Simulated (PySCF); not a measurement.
A calculated (UHF, PySCF 2.14, cc-pVDZ, the non-relativistic Hamiltonian (point nucleus)) atom or ion has these occupied shells.

```json
{"shell": "1s α", "electrons": "1", "orbital energy (eV)": "-308.70", "rms radius, mean of both spins (bohr)": "0.312"}
{"shell": "1s β", "electrons": "1", "orbital energy (eV)": "-307.45", "rms radius, mean of both spins (bohr)": "0.312"}
{"shell": "2s α", "electrons": "1", "orbital energy (eV)": "-22.468", "rms radius, mean of both spins (bohr)": "1.74"}
{"shell": "2s β", "electrons": "1", "orbital energy (eV)": "-15.866", "rms radius, mean of both spins (bohr)": "1.74"}
{"shell": "2p α", "electrons": "2", "orbital energy (eV)": "-11.817", "rms radius, mean of both spins (bohr)": "1.91"}
```

(1) Name the element and its charge.

Answers

(1) C (carbon, neutral), in [He] 2s2 2p2, high-spin 3P determinant.
